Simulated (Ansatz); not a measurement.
Computed with B3LYP-D3(BJ)/def2-TZVP in Ansatz (an electronic-structure program). No frequencies were computed at this level.

Ansatz 0.2 input:
```yaml
crystal:
  periodic: [false, false, false]
  atoms:
    - { symbol: O, position_ang: [-1.652631, -0.07681, -0.593863] }
    - { symbol: C, position_ang: [-0.398897, -0.600637, -0.296053] }
    - { symbol: Si, position_ang: [0.972879, 0.247768, 0.403371] }
    - { symbol: H, position_ang: [-1.675864, 0.854355, -0.359655] }
    - { symbol: H, position_ang: [-0.371614, -1.646788, -0.561538] }
    - { symbol: H, position_ang: [2.220994, -0.437194, 0.657654] }
    - { symbol: H, position_ang: [0.905134, 1.659307, 0.750084] }
basis:
  gaussian: { orbitals: def2-tzvp }
hamiltonian:
  xc: b3lyp
  dispersion: d3bj
relax:
  max_steps: 150
```

Output:

```
Functional definition: B3LYP
768 factors; their error is unknown
mean field evaluation 1: about -11017.8364 eV, gradient 6.3e1 eV
mean field evaluation 2: about -10985.4777 eV, gradient 1.3e2 eV
mean field evaluation 4: about -11026.5387 eV, gradient 1.4e1 eV
mean field evaluation 8: about -11026.8890 eV, gradient 2.5e-1 eV
mean field evaluation 16: about -11026.9134 eV, gradient 5.1e-5 eV
mean field -11026.91337563 eV, -405.2315922439 hartree, gradient 5.1e-5 eV, S^2 0.000000; 0 other end points of the search recorded, 0 dependent functions left out
reference -11026.91360545 eV, -405.2316006899 hartree; 16, 16 occupied and 107, 107 virtual orbitals, 768 factors
relax step   1: F+E_penalty+E_count = -11027.12336002 eV  Δ(F+E_penalty+E_count) = +0.000e0 eV  max|allowed force component| = 1.025e0 eV/Å  Δτ_max = 0.0000 Å  (27 SCF iters, accepted)
these checks for a lower state are left out or cut short: starts, cluster_reference, orbital_swaps, neighbouring_geometries, increment
768 factors; their error is unknown
mean field -11026.94476388 eV, -405.2327457409 hartree, gradient 9.4e-6 eV, S^2 0.000000; 0 other end points of the search recorded, 0 dependent functions left out
reference -11026.94499306 eV, -405.2327541631 hartree; 16, 16 occupied and 107, 107 virtual orbitals, 768 factors
relax step   2: F+E_penalty+E_count = -11027.15527944 eV  Δ(F+E_penalty+E_count) = -3.192e-2 eV  max|allowed force component| = 4.773e-1 eV/Å  Δτ_max = 0.0349 Å  (33 SCF iters, accepted)
these checks for a lower state are left out or cut short: starts, cluster_reference, orbital_swaps, neighbouring_geometries, increment
768 factors; their error is unknown
mean field -11026.95323157 eV, -405.2330569228 hartree, gradient 9.4e-6 eV, S^2 0.000000; 0 other end points of the search recorded, 0 dependent functions left out
reference -11026.95346064 eV, -405.2330653410 hartree; 16, 16 occupied and 107, 107 virtual orbitals, 768 factors
relax step   3: F+E_penalty+E_count = -11027.16398045 eV  Δ(F+E_penalty+E_count) = -8.701e-3 eV  max|allowed force component| = 7.112e-2 eV/Å  Δτ_max = 0.0245 Å  (33 SCF iters, accepted)
these checks for a lower state are left out or cut short: starts, cluster_reference, orbital_swaps, neighbouring_geometries, increment
768 factors; their error is unknown
mean field evaluation 32: about -11026.9272 eV, gradient 8.5e-1 eV
mean field -11026.95476459 eV, -405.2331132603 hartree, gradient 9.4e-6 eV, S^2 0.000000; 0 other end points of the search recorded, 0 dependent functions left out
reference -11026.95499402 eV, -405.2331216918 hartree; 16, 16 occupied and 107, 107 virtual orbitals, 768 factors
relax step   4: F+E_penalty+E_count = -11027.16527052 eV  Δ(F+E_penalty+E_count) = -1.290e-3 eV  max|allowed force component| = 4.863e-2 eV/Å  Δτ_max = 0.0177 Å  (32 SCF iters, accepted)
these checks for a lower state are left out or cut short: starts, cluster_reference, orbital_swaps, neighbouring_geometries, increment
768 factors; their error is unknown
mean field -11026.95528908 eV, -405.2331325348 hartree, gradient 9.2e-6 eV, S^2 0.000000; 0 other end points of the search recorded, 0 dependent functions left out
reference -11026.95551935 eV, -405.2331409974 hartree; 16, 16 occupied and 107, 107 virtual orbitals, 768 factors
relax step   5: F+E_penalty+E_count = -11027.16532594 eV  Δ(F+E_penalty+E_count) = -5.542e-5 eV  max|allowed force component| = 9.576e-2 eV/Å  Δτ_max = 0.0370 Å  (31 SCF iters, accepted)
these checks for a lower state are left out or cut short: starts, cluster_reference, orbital_swaps, neighbouring_geometries, increment
768 factors; their error is unknown
mean field -11026.95644196 eV, -405.2331749025 hartree, gradient 8.9e-6 eV, S^2 0.000000; 0 other end points of the search recorded, 0 dependent functions left out
reference -11026.95667250 eV, -405.2331833748 hartree; 16, 16 occupied and 107, 107 virtual orbitals, 768 factors
relax step   6: F+E_penalty+E_count = -11027.16660471 eV  Δ(F+E_penalty+E_count) = -1.279e-3 eV  max|allowed force component| = 8.888e-2 eV/Å  Δτ_max = 0.0477 Å  (31 SCF iters, accepted)
these checks for a lower state are left out or cut short: starts, cluster_reference, orbital_swaps, neighbouring_geometries, increment
768 factors; their error is unknown
mean field -11026.95675981 eV, -405.2331865832 hartree, gradient 9.3e-6 eV, S^2 0.000000; 0 other end points of the search recorded, 0 dependent functions left out
reference -11026.95699072 eV, -405.2331950692 hartree; 16, 16 occupied and 107, 107 virtual orbitals, 768 factors
relax step   7: F+E_penalty+E_count = -11027.16706710 eV  Δ(F+E_penalty+E_count) = -4.624e-4 eV  max|allowed force component| = 1.105e-1 eV/Å  Δτ_max = 0.0297 Å  (32 SCF iters, accepted)
these checks for a lower state are left out or cut short: starts, cluster_reference, orbital_swaps, neighbouring_geometries, increment
768 factors; their error is unknown
mean field evaluation 64: about -11026.9573 eV, gradient 4.8e-3 eV
mean field -11026.95734683 eV, -405.2332081558 hartree, gradient 9.6e-6 eV, S^2 0.000000; 0 other end points of the search recorded, 0 dependent functions left out
reference -11026.95757813 eV, -405.2332166559 hartree; 16, 16 occupied and 107, 107 virtual orbitals, 768 factors
relax step   8: F+E_penalty+E_count = -11027.16764048 eV  Δ(F+E_penalty+E_count) = -5.734e-4 eV  max|allowed force component| = 1.319e-1 eV/Å  Δτ_max = 0.0172 Å  (32 SCF iters, accepted)
these checks for a lower state are left out or cut short: starts, cluster_reference, orbital_swaps, neighbouring_geometries, increment
768 factors; their error is unknown
mean field -11026.94353925 eV, -405.2327007368 hartree, gradient 1.1e-5 eV, S^2 0.000000; 0 other end points of the search recorded, 0 dependent functions left out
reference -11026.94377275 eV, -405.2327093174 hartree; 16, 16 occupied and 107, 107 virtual orbitals, 768 factors
relax step   9: F+E_penalty+E_count = -11027.15416618 eV  Δ(F+E_penalty+E_count) = +1.347e-2 eV  max|allowed force component| = 6.669e-1 eV/Å  Δτ_max = 0.1933 Å  (37 SCF iters, rejected (line search))
these checks for a lower state are left out or cut short: starts, cluster_reference, orbital_swaps, neighbouring_geometries, increment
768 factors; their error is unknown
mean field -11026.96078215 eV, -405.2333344015 hartree, gradient 1.3e-5 eV, S^2 0.000000; 0 other end points of the search recorded, 0 dependent functions left out
reference -11026.96101489 eV, -405.2333429545 hartree; 16, 16 occupied and 107, 107 virtual orbitals, 768 factors
relax step  10: F+E_penalty+E_count = -11027.17131092 eV  Δ(F+E_penalty+E_count) = -3.670e-3 eV  max|allowed force component| = 1.217e-1 eV/Å  Δτ_max = 0.0966 Å  (31 SCF iters, accepted)
these checks for a lower state are left out or cut short: starts, cluster_reference, orbital_swaps, neighbouring_geometries, increment
768 factors; their error is unknown
mean field -11026.96098214 eV, -405.2333417510 hartree, gradient 1.0e-5 eV, S^2 0.000000; 0 other end points of the search recorded, 0 dependent functions left out
reference -11026.96121500 eV, -405.2333503086 hartree; 16, 16 occupied and 107, 107 virtual orbitals, 768 factors
relax step  11: F+E_penalty+E_count = -11027.17193107 eV  Δ(F+E_penalty+E_count) = -6.201e-4 eV  max|allowed force component| = 4.209e-2 eV/Å  Δτ_max = 0.0277 Å  (32 SCF iters, accepted)
these checks for a lower state are left out or cut short: starts, cluster_reference, orbital_swaps, neighbouring_geometries, increment
768 factors; their error is unknown
mean field -11026.96144338 eV, -405.2333587013 hartree, gradient 1.0e-5 eV, S^2 0.000000; 0 other end points of the search recorded, 0 dependent functions left out
reference -11026.96167599 eV, -405.2333672495 hartree; 16, 16 occupied and 107, 107 virtual orbitals, 768 factors
relax step  12: F+E_penalty+E_count = -11027.17225049 eV  Δ(F+E_penalty+E_count) = -3.194e-4 eV  max|allowed force component| = 1.330e-2 eV/Å  Δτ_max = 0.0208 Å  (32 SCF iters, accepted)
these checks for a lower state are left out or cut short: starts, cluster_reference, orbital_swaps, neighbouring_geometries, increment
768 factors; their error is unknown
mean field evaluation 96: about -11026.9357 eV, gradient 4.8e-1 eV
mean field -11026.96155812 eV, -405.2333629178 hartree, gradient 1.0e-5 eV, S^2 0.000000; 0 other end points of the search recorded, 0 dependent functions left out
reference -11026.96179084 eV, -405.2333714701 hartree; 16, 16 occupied and 107, 107 virtual orbitals, 768 factors
relax step  13: F+E_penalty+E_count = -11027.17228992 eV  Δ(F+E_penalty+E_count) = -3.943e-5 eV  max|allowed force component| = 1.534e-2 eV/Å  Δτ_max = 0.0066 Å  (33 SCF iters, accepted)
these checks for a lower state are left out or cut short: starts, cluster_reference, orbital_swaps, neighbouring_geometries, increment
768 factors; their error is unknown
mean field -11026.96155959 eV, -405.2333629720 hartree, gradient 1.0e-5 eV, S^2 0.000000; 0 other end points of the search recorded, 0 dependent functions left out
reference -11026.96179234 eV, -405.2333715255 hartree; 16, 16 occupied and 107, 107 virtual orbitals, 768 factors
relax step  14: F+E_penalty+E_count = -11027.17230922 eV  Δ(F+E_penalty+E_count) = -1.931e-5 eV  max|allowed force component| = 5.752e-3 eV/Å  Δτ_max = 0.0022 Å  (34 SCF iters, accepted)
768 factors; their error is unknown
mean field evaluation 128: about -11026.9616 eV, gradient 8.5e-4 eV
mean field -11026.96155959 eV, -405.2333629720 hartree, gradient 1.0e-5 eV, S^2 0.000000; 1 other end points of the search recorded, 0 dependent functions left out
reference -11026.96179234 eV, -405.2333715255 hartree; 16, 16 occupied and 107, 107 virtual orbitals, 768 factors
Total energy: -11027.17254198 eV, -405.2411164316 hartree
Atom 0 at    -1.636156    -0.097169    -0.586805 Å, force     0.002406    -0.003611    -0.000858 eV/Å
Atom 1 at    -0.390817    -0.551362    -0.284634 Å, force    -0.005752     0.002518    -0.000671 eV/Å
Atom 2 at     0.911448     0.201497     0.596838 Å, force     0.003211    -0.000488     0.001032 eV/Å
Atom 3 at    -1.690205     0.855135    -0.440920 Å, force    -0.000224     0.002823     0.000966 eV/Å
Atom 4 at    -0.319487    -1.609595    -0.518198 Å, force     0.001041    -0.002183    -0.000410 eV/Å
Atom 5 at     2.216389    -0.471095     0.504811 Å, force    -0.000783     0.000760     0.000250 eV/Å
Atom 6 at     0.908829     1.672590     0.728907 Å, force     0.000101     0.000181    -0.000308 eV/Å
Dipole moment:     0.028991     0.213155     0.038626 e Å
```

Cost: very roughly 30 core-seconds.
